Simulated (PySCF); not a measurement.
# Bonding in `S=P1(n2cccc2)CCC1`

C7H10NPS.
Numbering: `[S:1]=[P:2]1([n:3]2[cH:4][cH:5][cH:6][cH:7]2)[CH2:8][CH2:9][CH2:10]1` (hydrogens: H11 on C4; H12 on C5; H13 on C6; H14 on C7; H15, H16 on C8; H17, H18 on C9; H19, H20 on C10)

Structure used (GFN2-xTB), in Å, numbered top down from 1:
```xyz
20
C7H10NPS angstrom
S     -0.5875   -2.3420    1.9621
P     -0.6797   -0.8419    0.7448
N      0.8162   -0.2739    0.1568
C      1.6442    0.6050    0.8096
C      2.8272    0.6648    0.1396
C      2.7374   -0.2296   -0.9534
C      1.5028   -0.8005   -0.9089
C     -1.7975   -0.7553   -0.7412
C     -2.1031    0.7184   -0.4133
C     -1.6493    0.7157    1.0586
H      1.3149    1.1106    1.6974
H      3.6724    1.2747    0.3906
H      3.5022   -0.4194   -1.6803
H      1.0487   -1.5393   -1.5415
H     -2.6584   -1.4050   -0.5779
H     -1.3835   -0.9523   -1.7275
H     -3.1443    1.0011   -0.5588
H     -1.4747    1.3816   -1.0065
H     -2.4674    0.4929    1.7449
H     -1.1257    1.6052    1.4019
```

Bond orders from the PBE0/pcSseg-1 density (PySCF). Isolated species at its GFN2-xTB geometry (one conformer only).

(1) Where do the orders between heavy atoms depart from those drawn in the SMILES?

(2) Set the Mayer orders of the bonds between heavy atoms beside their lengths.

Answers

(1) The largest departure is 0.409, at N3–C4 (drawn aromatic, 1.091) and C7–N3 (drawn aromatic, 1.091), counting aromatic bonds as 1.5. Drawn single, order below 0.88: P2–N3 (0.769). The bonds drawn aromatic range from 1.09 to 1.56.

(2) 
| bond | drawn as | length (Å) | Mayer order |
| --- | --- | --- | --- |
| S1–P2 | double | 1.934 | 1.837 |
| P2–N3 | single | 1.705 | 0.769 |
| N3–C4 | aromatic | 1.373 | 1.091 |
| C4–C5 | aromatic | 1.361 | 1.559 |
| C5–C6 | aromatic | 1.415 | 1.328 |
| C6–C7 | aromatic | 1.361 | 1.559 |
| P2–C8 | single | 1.861 | 0.912 |
| C8–C9 | single | 1.540 | 0.994 |
| C9–C10 | single | 1.540 | 0.994 |
| C10–P2 | single | 1.861 | 0.912 |
| C7–N3 | aromatic | 1.373 | 1.091 |

Bonds between the same two heavy elements. C–N: all 2 within 0.02 of one another (1.091 to 1.091). C–C: lowest C8–C9 and C9–C10 (0.994, 1.540 Å), highest C4–C5 and C6–C7 (1.559, 1.361 Å). C–P: all 2 within 0.02 of one another (0.912 to 0.912). Bonds named together lie within 0.004.

Problem. And the bonds to hydrogen?

Solution. C–H: 0.94 to 0.99 (10 bonds).

Problem. Sum the orders of all bonds at each heavy atom with more than one neighbour and set the sums beside the valence in the SMILES.

Solution. P2 4.430 (drawn 5), N3 2.951 (drawn 3), C4 3.616 (drawn 4), C5 3.877 (drawn 4), C6 3.877 (drawn 4), C7 3.616 (drawn 4), C8 3.778 (drawn 4), C9 3.893 (drawn 4), C10 3.778 (drawn 4). Orders between atoms that aren't bonded are not in these sums.

For a closed shell the Mayer order of atoms A and B is Σ (PS)μν (PS)νμ over the basis functions μ on A and ν on B, with P the density and S the overlap matrix.
